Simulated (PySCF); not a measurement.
**Frontier orbitals and the lowest excitations**

C4N4Si.
Geometry (GFN2-xTB, Å), atoms numbered from 1 in this order:
```xyz
9
C4N4Si angstrom
N      0.2339    2.7210   -1.2681
C      0.1442    1.6877   -0.7870
Si     0.0006    0.0018   -0.0031
C     -0.9243   -1.1408   -1.1505
N     -1.4909   -1.8425   -1.8530
C      1.7059   -0.6825    0.3137
N      2.7516   -1.1015    0.5083
C     -0.9211    0.1399    1.6120
N     -1.4862    0.2230    2.6024
```

Level of theory: PySCF 2.14.0, density-fitted response routines, TDDFT PBE0/def2-SVPD, vertical, gas phase, core orbitals frozen in the response.

Kohn–Sham orbitals with the atoms that hold most of them (Löwdin shares over 4%, at most four atoms):

| orbital | ε (eV) | atoms |
| --- | --- | --- |
| HOMO-3 | -11.56 | N7 25%, N5 13%, N9 13%, N1 10% |
| HOMO-2 | -11.48 | N1 20%, N9 19%, C2 17%, C8 16% |
| HOMO-1 | -11.47 | N7 20%, N1 20%, C6 17%, C2 17% |
| HOMO | -11.47 | N7 20%, N9 19%, C6 17%, C8 16% |
| LUMO | -3.02 | Si3 24%, C2 11%, C4 10%, C6 10% |
| LUMO+1 | -3.02 | Si3 24%, C8 11%, C2 11%, C6 10% |
| LUMO+2 | -3.01 | Si3 24%, C4 11%, C6 11%, C8 10% |

Within 0.005 eV of a neighbour in this list lie HOMO-2/HOMO-1/HOMO and LUMO/LUMO+1/LUMO+2 (point group found: Td); within a degenerate set the shares of single atoms can hang on how the components are chosen.

Problem. The HOMO–LUMO gap is 8.46 eV. Where does the response calculation put the lowest singlet, and from which orbitals?

Solution. S1 is at 6.61 eV (f = 0.0000), 1.85 eV below the gap, made of HOMO-2/HOMO-1/HOMO→LUMO/LUMO+1/LUMO+2 (≥45%). Without the coupling terms of the response equations the lowest excitation would equal the gap.

Next come S2 at 6.74 eV (f 0.0000), HOMO-2/HOMO-1/HOMO→LUMO/LUMO+1/LUMO+2 (≥13%), HOMO-4→LUMO/LUMO+1/LUMO+2 (≥10%), HOMO-3→LUMO/LUMO+1/LUMO+2 (≥10%); S3 at 6.75 eV (f 0.0000), HOMO-2/HOMO-1/HOMO→LUMO/LUMO+1/LUMO+2 (≥24%), HOMO-5→LUMO/LUMO+1/LUMO+2 (≥10%); S4 at 6.75 eV (f 0.0000), HOMO-2/HOMO-1/HOMO→LUMO/LUMO+1/LUMO+2 (≥33%); S5 at 6.89 eV (f 0.0000), HOMO-2/HOMO-1/HOMO→LUMO/LUMO+1/LUMO+2 (≥33%), HOMO-4→LUMO/LUMO+1/LUMO+2 (≥15%).

Orbitals of the list HOMO-3 to LUMO+2 that lie within 0.01 eV of each other are written together with a slash and their weights summed (≥ marks a lower bound); for degenerate orbitals outside that list single weights are arbitrary.
